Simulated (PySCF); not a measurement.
In(H)(Cl)(OH) (ClH₂InO), SMILES [OH][InH][Cl]. Geometry optimised at B3LYP-D3(BJ)/def2-TZVP. The def2 effective core potentials stand for the cores of In; spin–orbit coupling is left out. Other conformers were not sampled.

Computed equilibrium geometry at B3LYP-D3(BJ)/def2-TZVP (PySCF confirms it by a frequency run) as a Z-matrix, and its point group (one conformer of several):
point group Cs.
```
In
O 1 1.9866
H 2 0.9634 1 113.34
H 1 1.7028 2 128.76 3 0.00
Cl 1 2.3373 4 122.72 2 180.00
```
Charge 0, spin multiplicity 1.
